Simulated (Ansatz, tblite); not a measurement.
Removing and adding an electron: `O[Si](O)(O)CCC(F)(F)C(F)(F)C(F)(F)C(F)(F)C(F)(F)C(F)(F)F`. Total charge 0; singlet. Geometry: PBE-D4/def2-SVP. Ansatz, gas phase; energy differences of separate SCF runs; the oxidised species was run as a doublet alone; the reduced species was run as a doublet alone.

The xTB rows come from tblite. Correlated methods freeze 29 core orbitals. Single mean-field runs in def2-TZVP are fitted with def2-universal-jkfit. HOMO above LUMO, or a gap near zero within one spin, warns that the state may not be the lowest or that an electron is smeared out.

(1) Estimate orbital energies and vertical ionisation energies and electron affinities at: GFN1-xTB; GFN2-xTB; PBE-D4/def2-TZVP; PBE0-D4/def2-TZVP; B2PLYP/def2-TZVP.

Answers

(1) 
| level | −HOMO (eV) | vertical IE (eV) | −LUMO (eV) | vertical EA (eV) | HOMO–LUMO gap (eV) | IE − EA (eV) | remarks |
| --- | --- | --- | --- | --- | --- | --- | --- |
| GFN1-xTB | 12.30 | 15.09 | 4.86 | 2.54 | 7.44 | 12.55 | – |
| GFN2-xTB | 11.72 | 14.62 | 4.68 | 2.05 | 7.04 | 12.57 | – |
| PBE-D4/def2-TZVP | 7.22 | 9.79 | 1.26 | -0.73 | 5.96 | 10.52 | HOMO above zero (-1 doublet), gap within one spin near zero (+1 doublet) |
| PBE0-D4/def2-TZVP | 8.80 | 10.68 | 0.17 | -1.20 | 8.63 | 11.88 | HOMO above zero (-1 doublet) |
| B2PLYP/def2-TZVP | – | 10.85 | – | -1.38 | – | 12.23 | – |

Relaxing the oxidised species (PBE-D4/def2-SVP) changes its energy by -0.41 eV at PBE-D4/def2-TZVP, so the adiabatic ionisation energy to this nearest minimum is 9.38 eV. At PBE0-D4/def2-TZVP it is 9.85 eV. The gap within one spin of the relaxed charge 1 doublet nearly closes, so an electron or hole may be smeared out by delocalisation error.  Relaxing the reduced species (PBE-D4/def2-SVP) changes its energy by -1.84 eV at PBE-D4/def2-TZVP, so the adiabatic electron affinity to this nearest minimum is 1.11 eV. On the way the bond C10–F12 breaks. At PBE0-D4/def2-TZVP it is 0.81 eV.     A HOMO above zero means that the electron is unbound at that level or that self-interaction error raises the level; the energy of removing that electron tells which. Raw xTB energy differences between charge states are shifted by several eV; the methods need an empirical correction for them. Sets without diffuse functions give affinities that are too small. A negative affinity means that the extra electron isn't bound; its size then hangs on the basis.
